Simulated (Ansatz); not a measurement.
CAlCl$_{2}$NO, SMILES `O=C=[N][Al]([Cl])[Cl]`, one more setting.

```yaml
crystal:
  periodic: [false, false, false]
  atoms:
    - {symbol: O, position_ang: [-1.816012, 2.045987, 1.146075]}
    - {symbol: C, position_ang: [-1.106036, 1.243299, 0.695959]}
    - {symbol: N, position_ang: [-0.375398, 0.416887, 0.232584]}
    - {symbol: Al, position_ang: [0.692763, -0.784103, -0.441619]}
    - {symbol: Cl, position_ang: [-0.077608, -2.574105, -1.133779]}
    - {symbol: Cl, position_ang: [2.724391, -0.411964, -0.545421]}
basis:
  gaussian: {orbitals: aug-cc-pVDZ}
total_charge: -1
magnetization: {spin_polarized: true, initial_magnetization: 1}
hamiltonian: {xc: {name: r2SCANh}, dispersion: d4}
scf: {lower_state_search: full}
```

```sh
$ ansatz run in.yaml --threads 4 --pin off --events-out ev --progress --plain --max-ram 10444MiB
```

Output, abridged:

```
Functional definition: r2SCANh
1494 factors; integrals over basis functions are off by at most 5.3e-4 eV
mean field evaluation 1: about -36213.1065 eV, gradient 3.3e1 eV
mean field evaluation 2: about -36213.1318 eV, gradient 3.3e1 eV
mean field evaluation 4: about -36216.0826 eV, gradient 1.7e1 eV
mean field evaluation 8: about -36217.4129 eV, gradient 2.8e-1 eV
mean field evaluation 16: about -36217.4143 eV, gradient 1.1e-3 eV
mean field evaluation 32: about -36217.4143 eV, gradient 4.8e-5 eV
mean field -36217.41430560 eV, -1330.9654266858 hartree, gradient 5.8e-6 eV, S^2 0.753077; 14 other end points of the search recorded, 0 dependent functions left out
reference -36217.41434265 eV, -1330.9654280472 hartree; 35, 34 occupied and 115, 116 virtual orbitals, 1494 factors
Total energy: -36217.46784014 eV, -1330.9673940439 hartree
```

Run time 50 s (4 threads of an Arm Neoverse V2 on a shared host); peak host memory 0.87 GiB.
